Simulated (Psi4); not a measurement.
ClRb, charge -1, doublet, at a GFN2-xTB geometry (such geometries of metal compounds can be far from the true shape) (a state made from the parent by changing its charge; the spin is typed, not shown lowest) (core potentials on Rb) (a gas-phase anion, which may not be bound at this level). Base run: HF/def2-TZVP (Psi4).

Input for Psi4:
```
memory 2 GB

molecule mol {
-1 2
Rb   -0.000000   -0.000000   -1.237341
Cl    0.000000    0.000000    2.693035
}

set {
  basis def2-tzvp
  reference uhf
  stability_analysis check
  scf_type pk
}

energy('scf')
print_variables()
```

The bond that is stretched is that between atoms 2 and 1. A test that says stable can miss a lower solution.

Each row names what was changed in the base input (with any setting that the change needs).

```
change                                                     ΔE vs base (kcal/mol)  <S^2>
---------------------------------------------------------  ---------------------  -----
base                                                                       0.000  0.750
stability_analysis = follow; reference = uhf                               0.000  0.750
bond × 1.25                                                                10.08  0.750
stability_analysis = follow; reference = uhf; bond × 1.25                  10.08  0.750
bond × 1.5                                                                 15.85  0.750
stability_analysis = follow; reference = uhf; bond × 1.5                   15.85  0.750
bond × 1.8                                                                 19.45  0.750
stability_analysis = follow; reference = uhf; bond × 1.8                   19.45  0.750
bond × 2.2                                                                 21.77  0.750
stability_analysis = follow; reference = uhf; bond × 2.2                   21.77  0.750
bond × 3.0                                                                 23.40  0.750
stability_analysis = follow; reference = uhf; bond × 3.0                   23.40  0.750
```

A gas-phase anion may not be bound at this level; its values then depend on the basis.

On stretching, the SCF can end on different states; <S^2> shows the spin contamination of each.
